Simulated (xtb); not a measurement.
xtb input:

```bash
xtb mol.xyz --gfn 2 --ohess tight --chrg 1 --uhf 0
```
mol.xyz:
```
7

Si    -0.53966523    -0.04773009     0.26621828
F     -0.66241428    -0.65445887     1.76419925
F     -0.85732799     1.65056738     0.28125817
F     -1.71539280    -0.76142081    -0.77099953
O      1.03012852    -0.24081966    -0.40618441
H      1.62053335     0.18132441     0.19286256
H      1.18979619    -0.19987659    -1.39680988
```

Task: Which total energy does the run end on?

Result: -20.72218 Eh (GFN2-xTB).

It need not be the lowest isomer of its formula.
